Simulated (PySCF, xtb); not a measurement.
B(H)2(Me) (CH5B), SMILES CB.

GFN2-xTB (xtb) at its own geometry gives an orbital gap of 4.57 eV and a dipole moment of 0.73 D.

Geometry optimised at B3LYP-D3(BJ)/def2-TZVP.

Q: What does r2SCAN/def2-TZVPD (PySCF) give? (The exact figures need the calculation; the answer reports its results.)

A: gap 6.10 eV (levels -7.90 and -1.81 eV), dipole 0.72 D.
